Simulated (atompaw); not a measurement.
**Reading a pseudo-wave (cobalt)**

Columns: radius, all-electron u(r) and pseudo u(r) of the 4s shell (level -5.79 eV) of cobalt in the configuration [Ne] 3s2 3p6 3d7 4s1.75 4p0.25; PBE, scalar-relativistic, PAW (atompaw) scheme, atompaw 4.2.0.5.

| r (bohr) | all-electron | pseudo |
| --- | --- | --- |
| 0.060 | -0.0379 | -0.1170 |
| 0.119 | 0.1188 | -0.2257 |
| 0.179 | 0.1665 | -0.3237 |
| 0.238 | 0.1135 | -0.4029 |
| 0.298 | 0.0125 | -0.4623 |
| 0.358 | -0.0937 | -0.4983 |
| 0.417 | -0.1802 | -0.5104 |
| 0.477 | -0.2405 | -0.5003 |
| 0.537 | -0.2713 | -0.4700 |
| 0.596 | -0.2754 | -0.4239 |
| 0.656 | -0.2579 | -0.3644 |
| 0.715 | -0.2242 | -0.2977 |
| 0.775 | -0.1779 | -0.2253 |
| 0.835 | -0.1236 | -0.1517 |
| 0.894 | -0.0656 | -0.0805 |
| 0.954 | -0.0045 | -0.0110 |
| 1.013 | 0.0557 | 0.0536 |
| 1.073 | 0.1157 | 0.1154 |
| 1.133 | 0.1734 | 0.1735 |
| 1.192 | 0.2271 | 0.2272 |
| 1.252 | 0.2785 | 0.2785 |
| 1.312 | 0.3260 | 0.3260 |
| 1.371 | 0.3690 | 0.3690 |
| 1.431 | 0.4089 | 0.4089 |
| 1.490 | 0.4444 | 0.4444 |
| 1.550 | 0.4768 | 0.4768 |

(1) How many radial nodes do the two functions have?

(2) At about which radius was the pseudo-wave matched?

(3) Is the pseudo-wave norm-conserving?

## Answers

(1) The all-electron 4s function has n − l − 1 = 3; the pseudo-wave has 1, since 1 lower shell of the same l stays in the valence.

(2) 1.25 bohr. The columns agree to 0.0005 from 1.07 bohr on; several derivatives are matched, so the curves merge somewhat inside the radius.

(3) No, it belongs to a PAW set: the norm inside the radius is not constrained, and the difference is carried by the augmentation charge.
